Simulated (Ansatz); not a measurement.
Born–Oppenheimer molecular dynamics of CH5BFN (9 atoms, charge 0, multiplicity 1). It goes on from the last frame of an earlier run, with new velocities.

The calculation used RKS PBE0/def2-SVP (Ansatz 0.2.0).

```json
{
  "ensemble": "NVT, Nosé–Hoover chain",
  "time step": "1 fs",
  "steps asked": "150",
  "set temperature": "200 K",
  "thermostat": "time constant 300 fs, chain length 1",
  "seed": "540907"
}
```

First frame:

```xyz
9
Properties=species:S:1:pos:R:3
B 0.104 0.461 0.075
C -0.093 0.306 1.618
H -1.078 -0.099 1.683
H 0.634 -0.232 2.159
H -0.166 1.240 2.185
N 1.208 -0.050 -0.609
H 2.056 -0.378 -0.185
H 1.421 0.424 -1.472
F -0.912 0.983 -0.684
```

Question: How far do the bonds stretch over the last three quarters of this one trajectory? (Pairs bonded in most of those frames.)

Answer: 
```tsv
bond	mean (Å)	spread (Å)	shortest	longest
B1–C2	1.575	0.016	1.55	1.60
B1–N6	1.406	0.015	1.38	1.43
B1–F9	1.350	0.021	1.30	1.39
C2–H3	1.106	0.021	1.07	1.15
C2–H4	1.104	0.028	1.05	1.15
C2–H5	1.105	0.024	1.06	1.15
N6–H7	1.014	0.020	0.98	1.05
N6–H8	1.017	0.020	0.98	1.06
```

Mean temperature of the second half: 254 K. The conserved energy stayed within 0.66 meV per atom of its start (net change -0.31 meV per atom), so the integration is sound. The mean temperature of the second half is 27 % above the set value. A run of 0.15 ps of so small a system gives no equilibrium averages.

The run took 4.9 min on 1 thread of Arm Neoverse V2, on a shared host, peak memory 0.14 GiB.
